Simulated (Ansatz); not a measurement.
`[I][Ga]([I])[I]`. Total charge 0; spin multiplicity 1. I takes the def2 core potential. The geometry is a stationary point of PBE0-D4/def2-TZVP.

```xyz
4

I    -0.018   -2.464    0.145
Ga    0.000    0.000    0.000
I     1.854    1.282    1.005
I    -1.837    1.182   -1.150
```

Q: What is the dipole moment at PBE/def2-TZVPP? (Estimate.)

A: Computed: 0.00 D, zero by symmetry or nearly so.

Q: Give the Mulliken charges with PBE, ωB97M-V, r2SCAN in def2-TZVPP. (Best estimate.)

A: Computed: 
```
atom    PBE  ωB97M-V  r2SCAN
  I1  -0.14    -0.13   -0.16
 Ga2   0.41     0.39    0.47
  I3  -0.14    -0.13   -0.16
  I4  -0.14    -0.13   -0.16
```
